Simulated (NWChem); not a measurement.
System: TiNH$_{2}$OF; SMILES [NH]=[Ti]([OH])[F]

Input file for NWChem:

```
start job
memory heap 200 mb stack 900 mb global 1100 mb
geometry units angstroms noautoz
  Ti    -0.018226    -0.025893     0.259836
  N     -1.666176     0.090239    -0.037575
  H     -2.632998    -0.064920    -0.350943
  F      0.768306    -1.579585    -0.177487
  O      0.873441     1.527569    -0.060543
  H      0.477741     2.364011    -0.361130
end
basis spherical
  Ti library 6-31g*
  N library 6-31g*
  H library 6-31g*
  F library 6-31g*
  O library 6-31g*
end
dft
  xc m06-l
  iterations 150
  mulliken
end
task dft energy
```

Parts of the log:

```
             Northwest Computational Chemistry Package (NWChem) 7.3.0
             --------------------------------------------------------

 C1  symmetry detected

                             Geometry "geometry" -> ""
                             -------------------------

 Output coordinates in angstroms (scale by  1.889725989 to convert to a.u.)

  No.       Tag          Charge          X              Y              Z
 ---- ---------------- ---------- -------------- -------------- --------------
    1 Ti                  22.0000    -0.02111095    -0.02465762     0.20492654
    2 N                    7.0000    -1.63526473     0.27138337    -0.14798483
    3 H                    1.0000    -2.60456504     0.21849861    -0.48662729
    4 F                    9.0000     0.58986800    -1.67368382    -0.15737185
    5 O                    8.0000     1.05484595     1.40243416    -0.13666202
    6 H                    1.0000     0.76827941     2.26796652    -0.47622000

 Effective nuclear repulsion energy (a.u.)     213.5715980039

                                 NWChem DFT Module
                                 -----------------

 Summary of "ao basis" -> "ao basis" (spherical)
 ------------------------------------------------------------------------------
       Tag                 Description            Shells   Functions and Types
 ---------------- ------------------------------  ------  ---------------------
 Ti                          6-31g*                 12       34   5s4p2d1f
 N                           6-31g*                  6       14   3s2p1d
 H                           6-31g*                  2        2   2s
 F                           6-31g*                  6       14   3s2p1d
 O                           6-31g*                  6       14   3s2p1d

            General Information
            -------------------
          SCF calculation type: DFT
          Wavefunction type:  closed shell.
          No. of atoms     :     6
          No. of electrons :    48
           Alpha electrons :    24
            Beta electrons :    24
          Charge           :     0
          Spin multiplicity:     1
          Use of symmetry is: off; symmetry adaption is: off
          Maximum number of iterations: 150
          AO basis - number of functions:    80
                     number of shells:    34
          Convergence on energy requested:  1.00D-06
          Convergence on density requested:  1.00D-05
          Convergence on gradient requested:  5.00D-04

              XC Information
              --------------
                        M06-L Method XC Functional
                         M06-L Exchange Functional  1.000
                       M06-L Correlation Potential  1.000

             Grid Information
             ----------------
          Grid used for XC integration:  medium
          Radial quadrature: Mura-Knowles
          Angular quadrature: Lebedev.
          Tag              B.-S. Rad. Rad. Pts. Rad. Cut. Ang. Pts.
          ---              ---------- --------- --------- ---------
          Ti                  1.40      112           9.0       590
          N                   0.65       49           8.0       434
          H                   0.35       45          10.0       434
          F                   0.50       49          10.0       434
          O                   0.60       49          10.0       434
          Grid pruning is: on
          Number of quadrature shells:   349
          Spatial weights used:  Erf1

      Superposition of Atomic Density Guess
      -------------------------------------

 Sum of atomic energies:       -1077.71809716

      Non-variational initial energy
      ------------------------------

 Total energy =   -1077.783096
 1-e energy   =   -1904.149241
 2-e energy   =     612.794547
 HOMO         =      -0.368191
 LUMO         =      -0.089542

     ---------------------------------------------
      Total Density - Mulliken Population Analysis
     ---------------------------------------------

    Atom       Charge   Shell Charges
 -----------   ------   -------------------------------------------------------
    1 Ti  22    19.10   2.00  2.00  6.00  2.00  6.00  0.11  0.10  0.04  0.06  0.28  0.48  0.02
    2 N    7     8.78   2.00  0.89  2.92  0.92  2.04  0.01
    3 H    1     0.59   0.41  0.18
    4 F    9     9.81   2.00  0.96  3.57  1.03  2.25  0.00
    5 O    8     9.29   2.00  0.94  3.25  0.95  2.13  0.01
    6 H    1     0.44   0.35  0.09

   convergence    iter        energy       DeltaE   RMS-Dens  Diis-err
 ---------------- ----- ----------------- --------- --------- ---------
 d= 0,ls=0.0,diis     1  -1079.9165964605 -1.29D+03  5.91D-02  3.69D+00
 d= 0,ls=0.0,diis     2  -1060.4194077224  1.95D+01  4.41D-02  1.44D+02
 d= 0,ls=0.0,diis     3  -1076.9078175591 -1.65D+01  2.50D-02  3.78D+01
 d= 0,ls=0.0,diis     4  -1079.0882769839 -2.18D+00  1.23D-02  1.62D+01
 d= 0,ls=0.0,diis     5  -1079.4852811530 -3.97D-01  5.58D-03  1.11D+01
 d= 0,ls=0.0,diis     6  -1079.8805623801 -3.95D-01  7.78D-03  6.81D+00
 d= 0,ls=0.0,diis     7  -1079.9987907486 -1.18D-01  8.62D-03  4.85D+00
 d= 0,ls=0.0,diis     8  -1080.4833587918 -4.85D-01  2.38D-03  1.73D-01
  Resetting Diis
 d= 0,ls=0.0,diis     9  -1080.5023761689 -1.90D-02  1.64D-03  4.08D-03
 d= 0,ls=0.0,diis    10  -1080.4852515436  1.71D-02  5.87D-03  1.60D-02
 d= 0,ls=0.0,diis    11  -1080.4938405277 -8.59D-03  1.86D-03  4.09D-02
 d= 0,ls=0.0,diis    12  -1080.4938171511  2.34D-05  1.47D-03  3.76D-02
 d= 0,ls=0.0,diis    13  -1080.4976667719 -3.85D-03  5.07D-04  4.52D-03
 d= 0,ls=0.0,diis    14  -1080.4982214959 -5.55D-04  1.44D-04  3.31D-04
 d= 0,ls=0.0,diis    15  -1080.4982503550 -2.89D-05  6.17D-05  8.66D-05
 d= 0,ls=0.0,diis    16  -1080.4982611256 -1.08D-05  8.02D-06  6.36D-07
 d= 0,ls=0.0,diis    17  -1080.4982610789  4.67D-08  3.91D-06  2.24D-07

         Total DFT energy =    -1080.498261078879
      One electron energy =    -1909.382612690041
           Coulomb energy =      684.160246541278
    Exchange-Corr. energy =      -68.847492934002
 Nuclear repulsion energy =      213.571598003887

 Numeric. integr. density =       47.999995519003

                       DFT Final Molecular Orbital Analysis
                       ------------------------------------

 Vector   22  Occ=2.000000D+00  E=-2.809078D-01
              MO Center=  9.5D-01,  1.1D+00, -1.3D-01, r^2= 1.5D+00
   Bfn.  Coefficient  Atom+Function         Bfn.  Coefficient  Atom+Function
  ----- ------------  ---------------      ----- ------------  ---------------
    69     -0.404751  5 O  pz                67      0.402225  5 O  px
    73     -0.321880  5 O  pz                71      0.313346  5 O  px
    53     -0.184990  4 F  px                57     -0.144144  4 F  px
     8      0.115436  1 Ti py                68     -0.079042  5 O  py
    12     -0.072874  1 Ti py                22      0.069834  1 Ti d  2

 Vector   23  Occ=2.000000D+00  E=-2.321899D-01
              MO Center= -1.2D+00,  1.9D-01, -4.5D-02, r^2= 1.5D+00
   Bfn.  Coefficient  Atom+Function         Bfn.  Coefficient  Atom+Function
  ----- ------------  ---------------      ----- ------------  ---------------
    39      0.463064  2 N  pz                43      0.385880  2 N  pz
    21      0.285212  1 Ti d  1              26      0.188028  1 Ti d  1
    37     -0.150722  2 N  px                41     -0.117734  2 N  px
     9     -0.096719  1 Ti pz                20     -0.094509  1 Ti d  0
    13      0.067758  1 Ti pz                19      0.066431  1 Ti d -1

 Vector   24  Occ=2.000000D+00  E=-2.158993D-01
              MO Center= -1.2D+00,  2.1D-01, -8.8D-02, r^2= 1.6D+00
   Bfn.  Coefficient  Atom+Function         Bfn.  Coefficient  Atom+Function
  ----- ------------  ---------------      ----- ------------  ---------------
    38      0.513834  2 N  py                42      0.426266  2 N  py
    18     -0.199368  1 Ti d -2              23     -0.133710  1 Ti d -2
     8     -0.116265  1 Ti py                22     -0.116205  1 Ti d  2
    54     -0.112860  4 F  py                58     -0.104094  4 F  py
    12      0.085376  1 Ti py                27     -0.075526  1 Ti d  2

 Vector   25  Occ=0.000000D+00  E=-9.588856D-02
              MO Center= -7.0D-02, -8.8D-03,  5.0D-01, r^2= 1.8D+00
   Bfn.  Coefficient  Atom+Function         Bfn.  Coefficient  Atom+Function
  ----- ------------  ---------------      ----- ------------  ---------------
    20      0.596753  1 Ti d  0              25      0.374129  1 Ti d  0
    10     -0.275747  1 Ti s                 14      0.273256  1 Ti s
     6      0.181521  1 Ti s                 13      0.106104  1 Ti pz
    50     -0.096355  3 H  s                 17      0.085543  1 Ti pz
    21      0.078912  1 Ti d  1              55      0.063362  4 F  pz

 Vector   26  Occ=0.000000D+00  E=-7.206004D-02
              MO Center=  3.8D-02, -2.0D-02,  2.2D-01, r^2= 1.2D+00
   Bfn.  Coefficient  Atom+Function         Bfn.  Coefficient  Atom+Function
  ----- ------------  ---------------      ----- ------------  ---------------
    19      0.687300  1 Ti d -1              24      0.423361  1 Ti d -1
    69     -0.161825  5 O  pz                55      0.147646  4 F  pz
    73     -0.138482  5 O  pz                12      0.121803  1 Ti py
    59      0.115663  4 F  pz                54     -0.081039  4 F  py
    68     -0.081284  5 O  py                58     -0.080713  4 F  py

 Vector   27  Occ=0.000000D+00  E=-4.547995D-02
              MO Center= -2.4D-01,  4.2D-02,  2.2D-01, r^2= 2.1D+00
   Bfn.  Coefficient  Atom+Function         Bfn.  Coefficient  Atom+Function
  ----- ------------  ---------------      ----- ------------  ---------------
    21      0.590187  1 Ti d  1              26      0.375434  1 Ti d  1
    43     -0.270991  2 N  pz                39     -0.260340  2 N  pz
    22      0.219812  1 Ti d  2              17     -0.191550  1 Ti pz
    14     -0.163091  1 Ti s                 69      0.140495  5 O  pz
    73      0.130065  5 O  pz                27      0.127887  1 Ti d  2

     ---------------------------------------------
      Total Density - Mulliken Population Analysis
     ---------------------------------------------

    Atom       Charge   Shell Charges
 -----------   ------   -------------------------------------------------------
    1 Ti  22    20.56   2.00  2.00  6.00  2.01  6.01  0.07  0.24  0.01  0.09  1.11  1.01  0.02
    2 N    7     7.85   2.00  0.82  2.33  0.96  1.73  0.01
    3 H    1     0.67   0.51  0.17
    4 F    9     9.51   2.00  0.95  3.26  1.05  2.25  0.01
    5 O    8     8.86   2.00  0.92  2.87  1.01  2.06  0.01
    6 H    1     0.55   0.47  0.08

     -------------------------------------------
      Total Density - Lowdin Population Analysis
     -------------------------------------------

    Atom       Charge   Shell Charges
 -----------   ------   -------------------------------------------------------
    1 Ti  22    21.23   2.00  2.00  5.99  1.88  5.84  0.20  0.58  0.08  0.16  1.01  1.45  0.05
    2 N    7     7.51   1.99  0.77  2.21  0.63  1.87  0.04
    3 H    1     0.75   0.47  0.29
    4 F    9     9.31   1.99  0.95  3.16  0.87  2.32  0.02
    5 O    8     8.54   1.99  0.89  2.75  0.73  2.14  0.03
    6 H    1     0.66   0.44  0.22

     Multipole analysis of the density
     ---------------------------------

     L   x y z        total         alpha         beta         nuclear
     -   - - -        -----         -----         ----         -------
     0   0 0 0     -0.000000    -24.000000    -24.000000     48.000000

     1   1 0 0     -0.337226     -0.168613     -0.168613     -0.000000
     1   0 1 0      0.636221      0.318111      0.318111      0.000000
     1   0 0 1      0.608765      0.304383      0.304383     -0.000000

     2   2 0 0    -24.929330    -80.556917    -80.556917    136.184503
     2   1 1 0      0.627833     -1.521339     -1.521339      3.670510
     2   1 0 1      1.031810     -0.397663     -0.397663      1.827136
     2   0 2 0    -24.866691    -95.756744    -95.756744    166.646797
     2   0 1 1     -1.692746      0.477471      0.477471     -2.647688
     2   0 0 2    -20.670655    -13.751195    -13.751195      6.831735
```

Level: M06-L/6-31G* (spherical d). Coordinates come from a PBE-D3(BJ)/def2-SVP optimisation.
